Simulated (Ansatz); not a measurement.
Species: sum formula SiN2H6, net charge 0, singlet state. SMILES: [SiH2](N)N
Geometry from a B3LYP-D3(BJ)/def2-TZVP (Ansatz, a quantum-chemistry and plane-wave program) optimisation:
```
Si
N 1 1.7222
H 2 1.0078 1 121.50
H 2 1.0078 3 111.19 1 -153.60
N 1 1.7222 2 121.59 3 -75.85
H 5 1.0078 1 121.50 2 -75.85
H 5 1.0078 6 111.19 1 -153.60
H 1 1.4789 2 105.40 3 164.81
H 1 1.4789 8 114.36 5 -115.20
```
Charge 0, spin multiplicity 1.

Property: atomisation energy (electronic, to ground-state atoms), in eV. Cores are frozen in the correlated levels unless marked. UHF or UKS for open shells. No spin-orbit coupling. No relativistic terms. The coupled-cluster limit lacks core correlation, which all-electron functionals hold. CBS marks a two-point X^-3 extrapolation of the correlation energy; Hartree-Fock from the larger set.

```tsv
level	program	atomisation energy (eV)
HF/cc-pV(D+d)Z	Ansatz	20.66
BLYP-D3(BJ)/def2-TZVPD	Ansatz + dftd3	31.14
B3LYP-D4/def2-TZVPD	Ansatz + dftd4	31.18
PBE0/def2-SVP	Ansatz	30.19
PBE0/def2-TZVPD	Ansatz	30.59
B2GP-PLYP-D3(BJ)/def2-TZVPD	Ansatz + dftd3	30.57
B2GP-PLYP/def2-TZVPD	Ansatz	30.47
RI-MP2/cc-pV(T+d)Z	Ansatz	30.12
SCS-MP2/6-31G	Ansatz	24.12
CCSD/6-31G	Ansatz	23.98
CCSD/6-31G*	Ansatz	26.39
CCSD(T)/STO-3G	Ansatz	28.26
CCSD(T)/cc-pV(T+d)Z	Ansatz	30.01
CCSD(T)/cc-pV(Q+d)Z	Ansatz	30.70
CCSD(T)/CBS(cc-pV(T+d)Z,cc-pV(Q+d)Z)	Ansatz	31.10
```
